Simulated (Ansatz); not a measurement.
Program: Ansatz. Geometries: PBE0-D4/def2-TZVP. ΔE: electronic, gas phase. CCSD(T)/CBS is the MP2 limit (def2-TZVPP, def2-QZVPP) plus CCSD(T) − MP2 in def2-TZVPP, frozen cores. This one scheme is used for every species, atoms too. No spin–orbit coupling; open shells (•) take unrestricted orbitals. Spin–orbit coupling would lower the free atoms: a little for C, F, S, Si. Each species was taken in one conformer, which may not be the lowest.

`CS[SiH](N)F` → C• + F• + 6 H• + N• + S• + Si•  (atomization)

`CS[SiH](N)F`:

Cartesian coordinates in Å:
```
C -0.112 0.214 -2.131
S 1.091 0.100 -0.772
Si -0.187 -0.339 0.851
N 0.672 0.054 2.251
F -1.539 0.494 0.618
H -0.563 -0.756 -2.337
H 0.445 0.538 -3.009
H -0.885 0.945 -1.904
H -0.635 -1.745 0.958
H 0.505 -0.403 3.131
H 1.208 0.900 2.342
```

```csv
species,HF/def2-TZVPP energy (Eh)
`CS[SiH](N)F`,-881.96177
C•,-37.69248
F•,-99.41180
H•,-0.49981
N•,-54.40275
S•,-397.50200
Si•,-288.85084
```

Q: Work out ΔE.

A: ΔE = 6 × (-0.49981) + (-37.69248) + (-99.41180) + (-54.40275) + (-397.50200) + (-288.85084) − (-881.96177) = 1.10304 Eh = +30.02 eV. CCSD(T)/CBS gives +41.67 eV.

Largest T1 diagnostic among the species: 0.012.

The D4 term adds +0.41 eV with B3LYP and +0.22 eV with PBE0; it sums over pairs of atoms, weighted by their polarisabilities, and B3LYP, whose exchange is more repulsive, gets the larger term. In def2-TZVPP, CCSD(T) changes the Hartree–Fock value by +10.35 eV (the triples alone add +0.60 eV) and MP2 by +11.02 eV; breaking electron pairs costs correlation energy, which Hartree–Fock lacks. From PBE to PBE0 (25 % exact exchange), in def2-TZVPP and without D4, ΔE moves by −0.66 eV: exact exchange takes away binding that semilocal exchange gives to molecules.

B3LYP here is the variant with VWN-RPA as its local correlation; programs differ in this.

For atomizations the MP2-based limit and the directly extrapolated one differ by several kJ/mol either way, and by 10 to 25 for some Ge, Se and Sn compounds, so smaller differences from it don't rank the levels.
